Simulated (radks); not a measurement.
S VIII, configuration [He] 2s2 2p5 (the NIST ground configuration). Calculated with a radial shooting solver on a logarithmic mesh with Libxc functionals: scalar-relativistic Kohn-Sham, PBE, spin-polarised, spherical densities, finite nucleus; open shells are filled with parallel spins first; Fermi nuclear charge, rms radius 3.2611 fm.

Unscreened Slater integrals over Kohn-Sham orbitals (cm^-1). They are taken over the spin-up orbitals.

integral,value
"F0(2p,2p)",479740
"F2(2p,2p)",224280
"F0(2p,2s)",449870
"G1(2p,2s)",265070
"F0(2p,1s)",664860
"G1(2p,1s)",100770
"F0(2s,2s)",430160
"F0(2s,1s)",605530
"G0(2s,1s)",52244
"F0(1s,1s)",2133400

Derived for the open shells (J is the average intra-shell exchange parameter used in DFT+U). 2p: J = F2/5 = 44860 cm^-1.
